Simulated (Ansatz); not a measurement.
Relaxation of AlClF2H2 (6 atoms, charge 0, multiplicity 1), to a largest force component of 0.03 eV/Å in at most 50 steps.

Method: RKS PBE-D4/def2-SVP (Ansatz 0.2.0).

```xyz
6
Properties=species:S:1:pos:R:3:forces:R:3
Al 0.024 -0.592 -0.367 0.03 -1.21 0.73
H 0.010 0.098 2.298 -0.05 1.82 0.49
F 1.443 0.186 -0.741 0.02 0.00 -0.01
F -1.431 0.123 -0.728 -0.01 -0.01 0.00
Cl 0.077 -2.613 0.459 -0.03 1.09 -0.67
H 0.027 -0.583 2.048 0.05 -1.69 -0.54
```

Q: Where does it end, and by what steps?

A: It converged. After 7 steps the energy has fallen by 0.228 eV; H2 moved furthest, 0.47 Å.

```
step  energy less start (eV)  largest force component (eV/Å)  accepted
   0                  0.0000                           1.818       yes
   1                 -0.1402                           0.961       yes
   2                 -0.1969                           0.642       yes
   3                 -0.1844                           0.594        no
   4                 -0.2179                           0.336       yes
   5                 -0.2095                           0.470        no
   6                 -0.2274                           0.039       yes
   7                 -0.2278                           0.022       yes
```

```xyz
6
Properties=species:S:1:pos:R:3
Al 0.026 -0.655 -0.160
H 0.006 0.241 1.852
F 1.436 0.164 -0.496
F -1.423 0.097 -0.488
Cl 0.075 -2.705 0.257
H 0.029 -0.523 2.003
```

Whether the end is a true minimum wasn't checked by a vibrational analysis.

Run time: 18 s on 1 thread of Arm Neoverse V1, on a shared host, peak memory 0.14 GiB.
